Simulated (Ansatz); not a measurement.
`COC(=O)C(C)(C)C` + `C#CCO` → `C#CCOC(=O)OC` + `CC(C)C`  (substitution at a C–C bond)

Isolated molecules relaxed with PBE0-D4/def2-TZVP in Ansatz; ΔE leaves out vibrations. CCSD(T)/CBS adds triple-zeta CCSD(T) − MP2 to the extrapolated MP2 energy (def2 sets, frozen cores). This one scheme is used for every species. Functionals use def2-TZVPP. B3LYP here is the variant with VWN-RPA as its local correlation; programs differ in this. Each species was taken in one conformer, which may not be the lowest.

| level | ΔE (kJ/mol) |
| --- | --- |
| B3LYP | -26.4 |
| SCS-MP2/def2-TZVPP | -11.1 |

(1) What does CCSD(T)/CBS give? (Best estimate.)

Largest T1 diagnostic among the species: 0.014.

## Answers

(1) The calculation gave: -7.4 kJ/mol. The listed levels differ from it by -19.0, -3.7 kJ/mol.

In def2-TZVPP, CCSD(T) changes the Hartree–Fock value by +23.5 kJ/mol (the triples alone add +2.6 kJ/mol) and MP2 by +26.6 kJ/mol. The D4 term adds +8.3 kJ/mol with B3LYP and +4.8 kJ/mol with PBE0; it sums over pairs of atoms, weighted by their polarisabilities, and B3LYP, whose exchange is more repulsive, gets the larger term.

CCSD(T)/CBS has its own doubt, a few kJ/mol and more with outer-core shells, so smaller differences from it don't rank the levels.
